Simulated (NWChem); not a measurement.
System meant: Sb, quartet

The following NWChem deck was run.

```
start job
memory heap 200 mb stack 900 mb global 1100 mb
geometry units angstroms noautoz
  Sb     0.000000     0.000000     0.000000
end
basis spherical
  * library def2-svp
end
ecp
  Sb library def2-ecp
end
dft
  odft
  mult 5
  xc xpbe96 cpbe96
  iterations 150
  mulliken
end
task dft energy
```

End of the output:

```
            Nuclear Dipole moment (a.u.)
            ----------------------------
        X                 Y               Z
 ---------------- ---------------- ----------------
     0.0000000000     0.0000000000     0.0000000000

            XYZ format geometry
            -------------------
     1
 geometry
 Sb                    0.00000000     0.00000000     0.00000000

 Summary of "ao basis" -> "" (spherical)
 ------------------------------------------------------------------------------
       Tag                 Description            Shells   Functions and Types
 ---------------- ------------------------------  ------  ---------------------
 *                          def2-svp                  on all atoms

 Summary of "ao basis" -> "ao basis" (spherical)
 ------------------------------------------------------------------------------
       Tag                 Description            Shells   Functions and Types
 ---------------- ------------------------------  ------  ---------------------
 Sb                         def2-svp                10       26   4s4p2d

 Summary of "ao basis" -> "ao basis" (spherical)
 ------------------------------------------------------------------------------
       Tag                 Description            Shells   Functions and Types
 ---------------- ------------------------------  ------  ---------------------
 Sb                         def2-svp                10       26   4s4p2d

  number of electrons :                   23
  multiplicity        :                    5
 ------------------------------------------------------------------------
  no. of electrons and multiplicity not compatible                  23
 ------------------------------------------------------------------------
 ------------------------------------------------------------------------
  current input line :
    19: task dft energy
 ------------------------------------------------------------------------
 ------------------------------------------------------------------------
 There is an error in the input file
 ------------------------------------------------------------------------
 For more information see the NWChem manual at https://nwchemgit.github.io

0: no. of electrons and multiplicity not compatible:Received an Error in Communication
```

Problem. Find the fault in this run and fix the input.

Solution. The input was rejected before any calculation. Cause: the multiplicity doesn't fit the number of electrons (an even count wants an odd multiplicity, and the reverse). This input runs:
```
start job
memory heap 200 mb stack 900 mb global 1100 mb
geometry units angstroms noautoz
  Sb     0.000000     0.000000     0.000000
end
basis spherical
  * library def2-svp
end
ecp
  Sb library def2-ecp
end
dft
  odft
  mult 4
  xc xpbe96 cpbe96
  iterations 150
  mulliken
end
task dft energy
```
It converges to -240.20171 Ha (PBE/def2-SVP with def2 effective core potentials on Sb, spin-unrestricted).
